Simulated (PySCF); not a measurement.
Compound: C8H14.
SMILES: `C1C[C@H]2CCC[C@H]2C1`

The closed-shell ground state was solved at several levels (PySCF, density fitting, gas phase, non-relativistic). One conformer (not necessarily the lowest) at the PBE0-D3(BJ)/def2-SVP geometry, without solvent, vibrations or thermal averaging.

```tsv
level	basis functions	HOMO (eV)	LUMO (eV)	gap (eV)	dipole (D)
B3LYP/def2-SVPD	272	-8.39	0.48	8.87	0.11
PBE0/pcSseg-1	206	-8.61	1.28	9.89	0.08
```

Q: What might KT3/pcSseg-1 (206 basis functions) give for the same quantities?

A: HOMO -7.41 eV, LUMO 0.33 eV, gap 7.74 eV, dipole 0.07 D.

Q: Over all these levels, which gives the widest orbital gap and which the narrowest?

A: PBE0/pcSseg-1 (global hybrid, 25 % exact exchange) has the widest, 9.89 eV, and KT3/pcSseg-1 (GGA) the narrowest, 7.74 eV. The two share the basis. From the narrowest to the widest the HOMO moves by -1.20 eV and the LUMO by +0.95 eV.

Q: How far do the dipole and the HOMO energy spread over the levels?

A: The dipole runs from 0.07 to 0.11 D (mean 0.09 D) and the HOMO from -8.61 to -7.41 eV.
